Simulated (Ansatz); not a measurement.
Start from `N=C=C(F)[SiH3]` and change one atom or group to get `N=C=C(F)[SeH]`.

Ansatz, PBE0-D4/def2-TZVP geometries, multiplicity 1. Each molecule was computed in one conformer, which needn't be the lowest.

Scalar relativity is left out up to krypton.

```tsv
property	`N=C=C(F)[SiH3]`
HOMO–LUMO gap (B3LYP/def2-TZVPP) / eV	5.13
HOMO–LUMO gap (PBE0/def2-TZVPP) / eV	5.56
size of the dipole moment (ωB97M-V/def2-TZVPP) / D	1.91
HOMO–LUMO gap (ωB97M-V/def2-TZVPP) / eV	9.94
HOMO energy (PBE0/def2-TZVPP) / eV	-6.95
size of the dipole moment (B3LYP/def2-TZVPP) / D	1.88
```

What does the change do to each property? (Best estimate.)

Computed: 
| property | `N=C=C(F)[SeH]` | shift |
| --- | --- | --- |
| HOMO–LUMO gap (B3LYP/def2-TZVPP) / eV | 5.15 | 0.02 |
| HOMO–LUMO gap (PBE0/def2-TZVPP) / eV | 5.59 | 0.03 |
| size of the dipole moment (ωB97M-V/def2-TZVPP) / D | 2.27 | 0.36 |
| HOMO–LUMO gap (ωB97M-V/def2-TZVPP) / eV | 9.96 | 0.02 |
| HOMO energy (PBE0/def2-TZVPP) / eV | -6.93 | 0.02 |
| size of the dipole moment (B3LYP/def2-TZVPP) / D | 2.20 | 0.32 |

Dipoles are sizes alone; their direction can turn.

B3LYP here is the variant with VWN-RPA as its local correlation; programs differ in this.

Spin–orbit coupling is left out; it splits and shifts lone-pair levels of the heavy atoms by tenths of an eV.
